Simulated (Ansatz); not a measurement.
Geometry optimisation, RHF/def2-SVP in Ansatz 0.2.0.

Input:

```yaml
crystal:
  periodic: [false, false, false]
  atoms:
    - { symbol: Ge, position_ang: [-0.388594, -0.14602, -0.416846] }
    - { symbol: Cl, position_ang: [0.023678, 0.8826, 2.829014] }
    - { symbol: H, position_ang: [0.851824, -0.827733, 0.145814] }
    - { symbol: H, position_ang: [-0.243344, 1.37237, -0.477635] }
    - { symbol: H, position_ang: [-0.704596, -0.692643, -1.82038] }
    - { symbol: O, position_ang: [-1.765927, -0.593481, 0.61152] }
    - { symbol: H, position_ang: [-2.551812, -0.873651, 0.169162] }
    - { symbol: H, position_ang: [-1.099128, 0.248857, 2.537451] }
basis:
  gaussian: { orbitals: def2-SVP }
hamiltonian:
  xc: hf
relax:
  f_tol: 0.03
  max_steps: 50
```

Command:

```bash
$ ansatz run input.yaml --threads 1 --pin off --max-ram 2048MiB --backend cpu --events-out ev --progress --plain --runs-dir out
```

Where does it end, and by what steps?

The run converged. The force dipped under the threshold on the way, but the program's further checks kept it going. After 28 steps the energy has fallen by 0.152 eV; Cl2 moved furthest, 1.42 Å.

```csv
step,energy less start (eV),largest force component (eV/Å),accepted
0,0.0000,1.186,yes
1,-0.0559,1.017,yes
2,-0.0810,0.812,yes
3,-0.0734,1.000,no
4,-0.1131,0.208,yes
5,-0.1230,0.145,yes
6,-0.1310,0.133,yes
7,-0.1066,1.519,no
8,-0.1357,0.086,yes
9,-0.1383,0.183,yes
10,-0.1403,0.161,yes
11,-0.1429,0.083,yes
12,-0.1440,0.156,yes
13,-0.1454,0.126,yes
14,-0.1451,0.216,no
15,-0.1466,0.020,yes
16,-0.1476,0.042,yes
17,-0.1477,0.190,yes
18,-0.1492,0.042,yes
19,-0.1494,0.040,yes
20,-0.1500,0.024,yes
21,-0.1479,0.202,no
22,-0.1507,0.071,yes
23,-0.1509,0.057,yes
24,-0.1513,0.035,yes
25,-0.1516,0.025,yes
26,-0.1518,0.053,yes
27,-0.1518,0.032,yes
28,-0.1519,0.004,yes
```

```xyz
8
Properties=species:S:1:pos:R:3
Ge -0.336 -0.172 -0.731
Cl -0.649 0.115 3.819
H 1.054 -0.327 -0.125
H -0.452 1.103 -1.572
H -0.737 -1.395 -1.561
O -1.429 -0.042 0.672
H -2.354 0.042 0.496
H -0.975 0.045 2.579
```

The run took 53 s on 1 thread of Arm Neoverse V1, with other jobs on the host, peak memory 0.18 GiB.
